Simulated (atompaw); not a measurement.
**What one change does to a pseudopotential (Bi (Z = 83), PAW (atompaw))**

```
Element                 : bismuth
Generator               : atompaw 4.2.0.5
Type                    : PAW
Functional              : LDA (PW92)
Relativity              : scalar-relativistic
Frozen core             : [Kr] 4d10 4f14
Valence charge          : 23
Reference configuration : 5s2 5p6 5d10 6s2 6p1 (charge +2)
Partial waves           : 5s (bound): rc 1.35 bohr; 6s (bound): rc 1.20 bohr; 5p (bound): rc 1.20 bohr; 6p (bound): rc 1.70 bohr; 5d (bound): rc 1.70 bohr; 5d channel at -2.9 Ry: rc 1.70 bohr
Local potential         : troulliermartins scheme with l = 3 at 0 Ry, radius 1.60 bohr
Core correction         : smooth core density matched at 1.25 bohr
Augmentation charge     : besselshape compensation charge, radius 1.25 bohr; PAW radius 1.70 bohr; waves and projectors: custom polynom vanderbiltortho
```

Change: wave 6s (bound): rc 1.20 bohr becomes 6s (bound): rc 0.92 bohr.

Cutoffs: the cutoffs (Ry, on a coarse ladder) from which the occupation-weighted sum of valence levels, in a spherical-Bessel basis at the reference potential, stays within 10 and 1 mRy of its value at 400 Ry; they do not see the model core or the augmentation charge, which bear on the density cutoff.

**Question.** What does the change do?

**Answer.** The potential gets harder (70 Ry and 100 Ry → 80 Ry and 140 Ry); the range in which the s phases agree widens (upper end 3.0 → at the end of the scan); neither file shows a bound ghost.

| quantity | base | changed |
| --- | --- | --- |
| cutoff, loose | 70 Ry | 80 Ry |
| cutoff, tight | 100 Ry | 140 Ry |
| loose cutoff by channel (10 mRy a level) | s 30 Ry, p 40 Ry, d 30 Ry | s 60 Ry, p 40 Ry, d 30 Ry |
| bound ghosts | none | none |
| s: phases at 1.70 bohr within 0.05 rad from the reference energy up to (Ry; the scan ends near 5) | 3.0 | to the end of the scan |
| p: phases at 1.70 bohr within 0.05 rad from the reference energy up to (Ry; the scan ends near 5) | 1.4 | 1.4 |
| d: phases at 1.70 bohr within 0.05 rad from the reference energy up to (Ry; the scan ends near 5) | to the end of the scan | to the end of the scan |
| lowest overlap eigenvalue by channel | s 0.36, p 0.61, d 0.92 | s 0.09, p 0.61, d 0.92 |

 The cutoffs see the waves, projectors and local potential, not the compensation charge or the core.
